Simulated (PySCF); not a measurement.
**Electron correlation in Rb⁻ (rubidium, charge -1)**

[Kr] 5s2, closed-shell 1S. Computed with PySCF 2.14 in aug-cc-pVTZ-X2C, with scalar relativity by spin-free X2C-1e. Frozen: [Kr]; 2 electrons correlated.

With two correlated electrons CCSD is exact within the correlated space (frozen core and kept virtual orbitals).

```csv
level,correlation energy (mhartree)
CCSD,-19.95
```

Diagnostics: T1 = 0.052, D1 = 0.0739, largest double amplitude 0.118.

T1 exceeds 0.03, a sign that the reference determinant is poor.

Cost of the coupled-cluster step: roughly 1.2 core-seconds, for 2 correlated electrons.

Iterations:

```
CC2 = 0
CCSD nocc = 1, nmo = 50
frozen orbitals [0, 1, 2, 3, 4, 5, 6, 7, 8, 9, 10, 11, 12, 13, 14, 15, 16, 17]
max_cycle = 100
direct = 0
conv_tol = 1e-08
conv_tol_normt = 1e-06
diis_space = 8
diis_start_cycle = 0
Init t2, MP2 energy = -2979.16165528379  E_corr(MP2) -0.0132657119441836
Init E_corr(CCSD) = -0.0132657119636832
cycle = 1  E_corr(CCSD) = -0.0158476743689609  dE = -0.00258196241  norm(t1,t2) = 0.06957
cycle = 2  E_corr(CCSD) = -0.0174882325309509  dE = -0.00164055816  norm(t1,t2) = 0.0414986
cycle = 3  E_corr(CCSD) = -0.0198457286427905  dE = -0.00235749611  norm(t1,t2) = 0.0266213
cycle = 4  E_corr(CCSD) = -0.0198682588167949  dE = -2.2530174e-05  norm(t1,t2) = 0.00583953
cycle = 5  E_corr(CCSD) = -0.0199506739178684  dE = -8.24151011e-05  norm(t1,t2) = 0.00233848
cycle = 6  E_corr(CCSD) = -0.0199634136463911  dE = -1.27397285e-05  norm(t1,t2) = 0.000818137
cycle = 7  E_corr(CCSD) = -0.0199431833076645  dE = 2.02303387e-05  norm(t1,t2) = 0.000336131
cycle = 8  E_corr(CCSD) = -0.0199528252246812  dE = -9.64191702e-06  norm(t1,t2) = 0.000183091
cycle = 9  E_corr(CCSD) = -0.0199540037514396  dE = -1.17852676e-06  norm(t1,t2) = 5.2716e-05
cycle = 10  E_corr(CCSD) = -0.0199534406061049  dE = 5.63145335e-07  norm(t1,t2) = 1.73085e-05
cycle = 11  E_corr(CCSD) = -0.0199535150338247  dE = -7.44277198e-08  norm(t1,t2) = 5.01734e-06
cycle = 12  E_corr(CCSD) = -0.0199535244923525  dE = -9.45852784e-09  norm(t1,t2) = 2.08554e-06
cycle = 13  E_corr(CCSD) = -0.019953518533013  dE = 5.95933954e-09  norm(t1,t2) = 5.5753e-07
CCSD converged
E(CCSD) = -2979.168343090377  E_corr = -0.01995351853301301
```
